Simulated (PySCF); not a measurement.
## Spinor energies of Xe²⁴⁺ (xenon, charge +24)

Start: [Ar] 3d10 4s2. Calculated with PySCF 2.14 in an even-tempered Gaussian basis (20 s from 0.74 bohr⁻², ratio 2.6; 15 p from 0.96 bohr⁻², ratio 2.6; 10 d from 0.96 bohr⁻², ratio 2.6; 6 f from 0.98 bohr⁻², ratio 2.8): generalised Hartree-Fock with the X2C-1e Hamiltonian and a Gaussian nucleus; spin-orbit coupling (SO) screened by Boettger's factors.

| spinor shell | electrons | ε, screened SO (eV) | weight of nominal j (screened SO) | rms radius, screened SO (bohr) |
| --- | --- | --- | --- | --- |
| 1s1/2 | 2 | -35491.9 | 1.000 | 0.0305 |
| 2s1/2 | 2 | -6254.6 | 1.000 | 0.124 |
| 2p1/2 | 2 | -5912.0 | 1.000 | 0.107 |
| 2p3/2 | 4 | -5583.2 | 1.000 | 0.112 |
| 3s1/2 | 2 | -1875.5 | 1.000 | 0.321 |
| 3p1/2 | 2 | -1731.0 | 1.000 | 0.313 |
| 3p3/2 | 4 | -1664.7 | 1.000 | 0.324 |
| 3d3/2 | 4 | -1419.4 | 1.000 | 0.294 |
| 3d5/2 | 6 | -1405.5 | 1.000 | 0.297 |
| 4s1/2 | 2 | -817.12 | 1.000 | 0.679 |

```tsv
quantity	screened SO
E (hartree)	-7177.60292
M_J	0
⟨J²⟩	0.000
⟨L²⟩	0.016
⟨S²⟩	0.016
```

Breit and QED terms are absent; they matter most for the inner s and p1/2 levels.

Densities and radii are taken from the X2C orbitals without a picture-change correction, which distorts them close to the nucleus.
